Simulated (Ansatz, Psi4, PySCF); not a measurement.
F3Ti, doublet, at a GFN2-xTB geometry (such geometries of metal compounds can be far from the true shape). Base run: PBE/6-31G* in PySCF.

Input for PySCF:
```python
from pyscf import gto, scf, dft

mol = gto.Mole()
mol.atom = '''
    Ti    0.000000   -0.000000   -0.000000
    F    -1.448907   -0.873064    0.071654
    F     0.020423    1.552420   -0.675486
    F     1.428485   -0.679356    0.603833
'''
mol.basis = '6-31g*'
mol.charge = 0
mol.spin = 1
mol.verbose = 4
mol.build()

mf = dft.UKS(mol)
mf.xc = 'pbe'
mf.kernel()
```

The same geometry, method and basis name were run in Ansatz (a first-principles code) and Psi4 and PySCF, at each program's defaults and at the settings that a row names. The base is PySCF at its defaults. Differences at the defaults can come from grids, fitting, cores and function types together.

| code and settings | ΔE vs base (mEh) | basis functions | E (Eh) | SCF cycles |
|---|---|---|---|---|
| PySCF, defaults (exact integrals, its default grid, spherical functions) | 0.000 | 76 | -1148.61517 | 11 |
| Psi4, defaults (density fitting with its default set, its default grid, Cartesian functions) | -11.281 | 84 | -1148.62645 | 10 |
| Ansatz, defaults (factorised integrals, its default grid, Cartesian functions) | -7.463 | 81 | -1148.62263 | - |
| PySCF, density fitting with def2-universal-jkfit | -0.079 | 76 | -1148.61525 | 11 |
| PySCF, fine grid | 0.011 | 76 | -1148.61516 | 11 |
| Psi4, exact integrals, spherical functions, fine grid | 0.014 | 76 | -1148.61515 | 11 |
| Ansatz, high accuracy, Cartesian functions as the basis file defines them | -7.462 | 81 | -1148.62263 | - |

Open shells are given as the SCF converged; they aren't shown to be the lowest states, and a large step between rows can be another state.
